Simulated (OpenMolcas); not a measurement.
# Levels of neutral tungsten by method

```
Program             : OpenMolcas
Basis               : ANO-R2 [8s6p5d3f2g]
Scalar Hamiltonian  : X2C, finite nucleus
Active space        : 6 electrons in 6 orbitals (5d 6s)
State averaging     : 2S+1 = 5 even, 30 roots; 2S+1 = 7 even, 1 root kept (CI in the orbitals of an earlier block); 2S+1 = 3 even, 55 roots kept (CI in the orbitals of an earlier block); 2S+1 = 1 even, 30 roots kept (CI in the orbitals of an earlier block)
Spin-orbit coupling : state interaction with AMFI integrals over the reference wave functions, term energies averaged over their components
```

Methods on the same reference wave functions:
A. CASSCF
B. SS-CASPT2, IPEA 0.25 Eh, imaginary shift 0.1 Eh (closed shells correlated: 5s 5p)
C. MS-CASPT2, IPEA 0.25 Eh, imaginary shift 0.1 Eh (closed shells correlated: 5s 5p)

Energies in cm-1 above 5d4 6s2 5D0, the measured ground level; measured values from NIST Handbook of Basic Atomic Spectroscopic Data.

```csv
Level,A,B,C,Measured
5d5 6s 7S3,-7622,1523,2660,2951
5d4 6s2 5D0,0.0,0.0,0.0,0.0
5d4 6s2 5D1,1063,1207,1170,1670
5d4 6s2 5D2,2362,2620,2670,3326
5d4 6s2 5D3,3639,3950,4160,4830
5d4 6s2 5D4,4928,5160,5590,6219
5d4 6s2 3P0 [57 %],10835,10120,11120,9258
5d4 6s2 3P1 [57 %],14525,13700,14800,13307
5d5 6s 5G4,15043,19780,20930,
5d5 6s 5G3 [57 %],15148,19840,20940,
5d5 6s 5G5,15248,20430,21560,
5d5 6s 5G6,15561,20750,21880,
5d4 6s2 3F2,17282,16710,17810,
5d4 6s2 3H6,18926,17070,18200,
5d5 6s 5D4,21077,22650,24160,
```

A puts 5d5 6s 7S3 lowest.

Deviations, from unrounded energies. A percentage is the sum of absolute deviations over the sum of measured energies, with the sign that they share, or ± where signs differ.

| Against measurement | Levels | A | B | C |
| --- | --- | --- | --- | --- |
| mean absolute deviation (cm-1) | 7 | 2500 | 830 | 870 |
| fine structure of the ground term (%) | 4 | -25.3 | -19.4 | -15.3 |
| other terms of the ground configuration (%) | 2 | +12.4 | +5.6 | +14.8 |
| other configurations (%) | 1 | -358.2 | -48.4 | -9.7 |

B, C lie about equally close to measurement and A furthest from it. The largest miss of B in the table is 5d5 6s 7S3, by -1400 cm-1. The ranking rests on the paired levels alone, and a cruder setting can come out closer through cancelling errors.

Between B and C the level of the table that moves most is 5d5 6s 5D4, by 1500 cm-1 (lowest in B, highest in C). Moves below CASPT2's spread within the term are not significant.

The mean deviations of B to C differ by less than CASPT2's widest spread within a term (820 cm-1), so their order carries little weight.

From A to B the spin-free energies of the other terms of 5d4 6s2 shown, above 5D, scale by factors of 0.85 to 0.94, as is usual when dynamic correlation screens the repulsion within a d or f shell.

The lowest spin-free term lies below A's lowest term by 0.328 hartree in B, 0.328 hartree in C.

Term energies are means over components that CASPT2 splits; among the terms shown or strongly mixed into the levels shown the widest spread is 1600 cm-1 (5d4 6s2 1I, C). Terms from blocks run as CI alone lack orbitals of their own. Configurations are named by rounded mean occupations; where the s occupation lies near a half they are strongly mixed, a name can repeat and a true partner stay unpaired. A single d shell beside an s shell can misplace configurations of different d count against each other. The CASPT2 spread within a term exceeds the gap to the next term for 5d4 6s2 3F and 5d4 6s2 3H, so the order of their levels is uncertain, and so are names and mixing where such terms share a J (figures for B; the like holds for C). Without dynamic correlation excited terms often stand tens of per cent too high (terms of higher spin than the ground term too low), and those without a measured partner can miss by more than the paired ones (holds for A). The lowest computed level is not the ground level that NIST lists (5D0) (holds for A). The lowest spin-free term belongs to 5d5 6s, not to the configuration of the lowest level (holds for B; C). Some terms miss by over 15 % even with CASPT2, which points to a basis or an active space too small for the shells correlated (holds for B; C). Computed and measured levels are paired by configuration, term and J; levels that our copy of the source lacks, or whose pairing is in doubt (as where it misses far off the trend of its configuration), stay unpaired and out of the deviations. Only configurations of the active space appear. Levels that lie high or do not pair safely by name in every column are left out.

A share in square brackets marks a mixed level and gives the weight of the term that names it, the lowest over the columns.
